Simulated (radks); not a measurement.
The oxygen anion O- inside a hard spherical wall (all orbitals vanish at R), configuration held at [He] 2s2 2p5 and not refilled when levels cross. Calculated with a radial shooting solver on a logarithmic mesh with Libxc functionals: scalar-relativistic Kohn-Sham, PBE, spin-polarised, spherical densities, point nucleus; open shells are filled with parallel spins first. Eigenvalues in eV for spin up, with the zero of energy where the potential of the charges vanishes at infinity; a dash marks a level that is unbound or too diffuse for the functional's potential to be trusted. A positive occupied level is held by the wall or, in an anion where self-interaction has pushed it up, behind a barrier. The pressure on the wall is -dE/dV.

R (bohr)  E (hartree)  kinetic (hartree)    e(1s)    e(2s)   e(2p)  e(3s, empty)  e(3p, empty)  pressure (GPa)
20          -75.13052             75.013  -503.39  -14.176   0.435         2.381         2.590         0.00132
15          -75.12953             75.009  -502.95  -13.721   0.862         3.178         3.621         0.00212
12          -75.12873             75.009  -502.72  -13.485   1.081         3.947         4.705         0.00614
7           -75.11969             75.039  -501.69  -12.565   1.946         7.806        10.201           0.315
6           -75.10910             75.078  -500.97  -11.991   2.510        10.120        13.288            1.06
5           -75.08054             75.184  -499.53  -10.922   3.605        14.405        18.630            4.41
3.5         -74.86002             75.986  -492.71   -6.419   8.578        32.816        38.832            69.3
2.5         -73.88481             79.114  -475.30    4.947  21.427        78.742        83.039             808
